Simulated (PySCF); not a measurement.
diboron tetrachloride (B2Cl4), singlet, geometry from GFN2-xTB; CASSCF(6,7)/STO-3G (PySCF).

Input for PySCF:
```python
from pyscf import gto, scf, mcscf
import numpy

mol = gto.Mole()
mol.atom = '''
    Cl   -1.70370372   -1.22468155    0.90502736
    B    -0.84489630   -0.08721974   -0.05878929
    Cl   -1.77666816    0.86539826   -1.14719741
    B     0.84489630    0.08721974    0.05878929
    Cl    1.91746002   -0.83609144   -0.91968689
    Cl    1.56291186    1.19537473    1.16185695
'''
mol.basis = 'sto-3g'
mol.verbose = 4
mol.build()

mf = scf.RHF(mol)
mf.kernel()
mc = mcscf.CASSCF(mf, 7, 6)
mc.fix_spin_(ss=0.0)
mc.kernel()
occ = numpy.linalg.eigvalsh(mc.fcisolver.make_rdm1(mc.ci, mc.ncas, mc.nelecas))[::-1]
ss = mc.fcisolver.spin_square(mc.ci, mc.ncas, mc.nelecas)[0]
print('natural occupations', occ.round(4), ' <S^2>', round(ss, 4))
```

It wrote (shortened):

```
PySCF version 2.14.0

[INPUT] verbose = 4
[INPUT] num. atoms = 6
[INPUT] num. electrons = 78
[INPUT] charge = 0
[INPUT] spin (= nelec alpha-beta = 2S) = 0
[INPUT] symmetry False subgroup None
[INPUT] Mole.unit = angstrom
[INPUT] Symbol           X                Y                Z      unit          X                Y                Z       unit  Magmom
[INPUT]  1 Cl    -1.703703720000  -1.224681550000   0.905027360000 AA   -3.219533428203  -2.314312719308   1.710253845638 Bohr   0.0
[INPUT]  2 B     -0.844896300000  -0.087219740000  -0.058789290000 AA   -1.596622610658  -0.164821421256  -0.111095657158 Bohr   0.0
[INPUT]  3 Cl    -1.776668160000   0.865398260000  -1.147197410000 AA   -3.357416236635   1.635365700075  -2.167888915710 Bohr   0.0
[INPUT]  4 B      0.844896300000   0.087219740000   0.058789290000 AA    1.596622610658   0.164821421256   0.111095657158 Bohr   0.0
[INPUT]  5 Cl     1.917460020000  -0.836091440000  -0.919686890000 AA    3.623474292603  -1.579983836693  -1.737956342453 Bohr   0.0
[INPUT]  6 Cl     1.562911860000   1.195374730000   1.161856950000 AA    2.953475372235   2.258930855926   2.195591431422 Bohr   0.0

nuclear repulsion = 427.099827694012
number of shells = 26
number of NR pGTOs = 138
number of NR cGTOs = 46
basis = sto-3g
ecp = {}

******** <class 'pyscf.scf.hf.RHF'> ********
method = RHF
initial guess = minao
damping factor = 0
level_shift factor = 0
DIIS = <class 'pyscf.scf.diis.CDIIS'>
diis_start_cycle = 1
diis_space = 8
diis_damp = 0
SCF conv_tol = 1e-09
SCF conv_tol_grad = None
SCF max_cycles = 50
direct_scf = True
direct_scf_tol = 1e-13
Set gradient conv threshold to 3.16228e-05
Initial guess from minao.
init E= -1867.03803242405
  HOMO = -0.343164709363407  LUMO = 0.0595100400983568  gap/eV = 10.95734
cycle= 1 E= -1867.06035980049  delta_E= -0.0223  |g|= 0.58  |ddm|= 3.26
  HOMO = -0.414320118419036  LUMO = 0.0327189381722705  gap/eV = 12.16455
cycle= 2 E= -1867.19563508868  delta_E= -0.135  |g|= 0.232  |ddm|= 1.44
  HOMO = -0.382600108491626  LUMO = 0.152372223634995  gap/eV = 14.55734
cycle= 3 E= -1867.21660166871  delta_E= -0.021  |g|= 0.0364  |ddm|= 0.403
  HOMO = -0.387242278990288  LUMO = 0.154647049873597  gap/eV = 14.74556
cycle= 4 E= -1867.21755047088  delta_E= -0.000949  |g|= 0.00375  |ddm|= 0.125
  HOMO = -0.387231228576156  LUMO = 0.153445051739796  gap/eV = 14.71255
cycle= 5 E= -1867.21756486081  delta_E= -1.44e-05  |g|= 0.00123  |ddm|= 0.0122
  HOMO = -0.387263860230209  LUMO = 0.153716839623243  gap/eV = 14.72083
cycle= 6 E= -1867.21756645703  delta_E= -1.6e-06  |g|= 0.000176  |ddm|= 0.00469
  HOMO = -0.38725841899102  LUMO = 0.153676637887268  gap/eV = 14.71959
cycle= 7 E= -1867.21756648917  delta_E= -3.21e-08  |g|= 1.47e-05  |ddm|= 0.00071
  HOMO = -0.387257653325241  LUMO = 0.153678691001652  gap/eV = 14.71963
cycle= 8 E= -1867.21756648932  delta_E= -1.51e-10  |g|= 1.58e-06  |ddm|= 4.49e-05
  HOMO = -0.387257518649921  LUMO = 0.153678871955901  gap/eV = 14.71963
Extra cycle  E= -1867.21756648932  delta_E=    0  |g|= 5.3e-07  |ddm|= 3.86e-06
converged SCF energy = -1867.21756648932

******** <class 'pyscf.mcscf.mc1step.CASSCF'> ********
CAS (3e+3e, 7o), ncore = 36, nvir = 3
max_cycle_macro = 50
max_cycle_micro = 4
conv_tol = 1e-07
conv_tol_grad = None
orbital rotation max_stepsize = 0.02
orbital rotation threshold for CI restart = 0.01
augmented hessian ah_max_cycle = 30
augmented hessian ah_conv_tol = 1e-12
augmented hessian ah_linear dependence = 1e-14
augmented hessian ah_level shift = 1e-08
augmented hessian ah_start_tol = 2.5
augmented hessian ah_start_cycle = 3
augmented hessian ah_grad_trust_region = 3
kf_trust_region = 3
kf_interval = 4
ci_response_space = 4
ci_grad_trust_region = 3
with_dep4 0
natorb = False
canonicalization = True
sorting_mo_energy = False
ao2mo_level = 2
internal_rotation = False
******** <class 'pyscf.fci.addons.SpinPenaltyFCISolver'> ********
max. cycles = 50
conv_tol = 1e-08
davidson only = True
linear dependence = 1e-12
level shift = 0.001
max iter space = 12
nroots = 1
pspace_size = 400
spin = None
CASCI E = -1867.21906439359  S^2 = 0.0000000
Set conv_tol_grad to 0.000316228
macro iter   1 ( 21 JK    4 micro), CASSCF E = -1867.22081962093  dE = -1.75522734e-03  S^2 = 0.0000000
               |grad[o]|=0.00301  |grad[c]|=0.0273  |ddm|=0.0132  |maxRot[o]|= 0.27
macro iter   2 ( 21 JK    4 micro), CASSCF E = -1867.22375011913  dE = -2.93049820e-03  S^2 = 0.0000000
               |grad[o]|=0.00478  |grad[c]|=0.0341  |ddm|=0.0289  |maxRot[o]|=0.312
macro iter   3 ( 21 JK    4 micro), CASSCF E = -1867.22673987869  dE = -2.98975956e-03  S^2 = 0.0000000
               |grad[o]|=0.00693  |grad[c]|=0.0577  |ddm|=0.0345  |maxRot[o]|=0.304
macro iter   4 ( 21 JK    4 micro), CASSCF E = -1867.23084147148  dE = -4.10159279e-03  S^2 = 0.0000000
               |grad[o]|=0.00854  |grad[c]|=0.0117  |ddm|=0.00616  |maxRot[o]|=0.315
macro iter   5 ( 21 JK    4 micro), CASSCF E = -1867.23500720614  dE = -4.16573466e-03  S^2 = 0.0000000
               |grad[o]|=0.00765  |grad[c]|=0.0654  |ddm|=0.0323  |maxRot[o]|=0.185
macro iter   6 ( 21 JK    4 micro), CASSCF E = -1867.24110341291  dE = -6.09620677e-03  S^2 = 0.0000000
               |grad[o]|=0.00847  |grad[c]|=0.0237  |ddm|=0.0498  |maxRot[o]|= 0.28
macro iter   7 ( 21 JK    4 micro), CASSCF E = -1867.24730153781  dE = -6.19812491e-03  S^2 = 0.0000000
               |grad[o]|=0.0118  |grad[c]|=0.0182  |ddm|=0.0802  |maxRot[o]|=0.184
macro iter   8 ( 21 JK    4 micro), CASSCF E = -1867.25255982441  dE = -5.25828660e-03  S^2 = 0.0000000
               |grad[o]|=0.0111  |grad[c]|=0.0406  |ddm|=0.0221  |maxRot[o]|=0.206
macro iter   9 ( 21 JK    4 micro), CASSCF E = -1867.25456287398  dE = -2.00304956e-03  S^2 = 0.0000000
               |grad[o]|=0.00819  |grad[c]|=0.0217  |ddm|=0.0211  |maxRot[o]|=0.252
macro iter  10 ( 21 JK    4 micro), CASSCF E = -1867.25437467203  dE =  1.88201950e-04  S^2 = 0.0000000
               |grad[o]|=0.00528  |grad[c]|=0.0129  |ddm|=0.0167  |maxRot[o]|=0.156
macro iter  11 ( 21 JK    4 micro), CASSCF E = -1867.25546542638  dE = -1.09075435e-03  S^2 = 0.0000000
               |grad[o]|=0.00619  |grad[c]|=0.00807  |ddm|=0.00516  |maxRot[o]|=0.0762
macro iter  12 ( 21 JK    4 micro), CASSCF E = -1867.25541611393  dE =  4.93124517e-05  S^2 = 0.0000000
               |grad[o]|=0.00284  |grad[c]|=0.00642  |ddm|=0.015  |maxRot[o]|=0.159
macro iter  13 ( 21 JK    4 micro), CASSCF E = -1867.25569228782  dE = -2.76173888e-04  S^2 = 0.0000000
               |grad[o]|=0.00349  |grad[c]|=0.00182  |ddm|=0.00426  |maxRot[o]|=0.0459
macro iter  14 ( 21 JK    4 micro), CASSCF E = -1867.25569363065  dE = -1.34283050e-06  S^2 = 0.0000000
               |grad[o]|=0.00157  |grad[c]|=0.00257  |ddm|=0.00298  |maxRot[o]|=0.00816
macro iter  15 ( 17 JK    4 micro), CASSCF E = -1867.25569492211  dE = -1.29145974e-06  S^2 = 0.0000000
               |grad[o]|=0.00121  |grad[c]|=0.00293  |ddm|=0.0023  |maxRot[o]|=0.00441
macro iter  16 (  6 JK    2 micro), CASSCF E = -1867.25580254993  dE = -1.07627825e-04  S^2 = 0.0000000
               |grad[o]|=0.00119  |grad[c]|=0.00113  |ddm|=0.00626  |maxRot[o]|=0.0399
macro iter  17 ( 10 JK    4 micro), CASSCF E = -1867.25580806502  dE = -5.51508447e-06  S^2 = 0.0000000
               |grad[o]|=0.000428  |grad[c]|=0.0013  |ddm|=0.000934  |maxRot[o]|=0.00549
macro iter  18 (  9 JK    4 micro), CASSCF E = -1867.25580741537  dE =  6.49640697e-07  S^2 = 0.0000000
               |grad[o]|=0.000312  |grad[c]|=0.00108  |ddm|=0.000773  |maxRot[o]|=0.000654
macro iter  19 (  6 JK    2 micro), CASSCF E = -1867.25581264110  dE = -5.22572623e-06  S^2 = 0.0000000
               |grad[o]|=0.000337  |grad[c]|=0.000427  |ddm|=0.000423  |maxRot[o]|=0.00567
macro iter  20 (  3 JK    1 micro), CASSCF E = -1867.25581654797  dE = -3.90686910e-06  S^2 = 0.0000000
               |grad[o]|=0.000213  |grad[c]|=0.000712  |ddm|=0.000403  |maxRot[o]|=0.00956
macro iter  21 (  3 JK    1 micro), CASSCF E = -1867.25581662548  dE = -7.75141871e-08  S^2 = 0.0000000
               |grad[o]|=5.88e-05  |grad[c]|=0.000115  |ddm|=6.8e-05  |maxRot[o]|=0.00136
1-step CASSCF converged in  21 macro (348 JK  74 micro) steps
CASSCF canonicalization
Density matrix diagonal elements [1.98321235 1.98041472 1.97813349 0.01839228 0.01110801 0.01602208
 0.01271707]
CASSCF energy = -1867.25581662548
CASCI E = -1867.25581662548  E(CI) = -8.88994105696884  S^2 = 0.0000000
natural occupations [1.9853 1.9806 1.978  0.0205 0.0176 0.0149 0.0032]  <S^2> 0.0
```
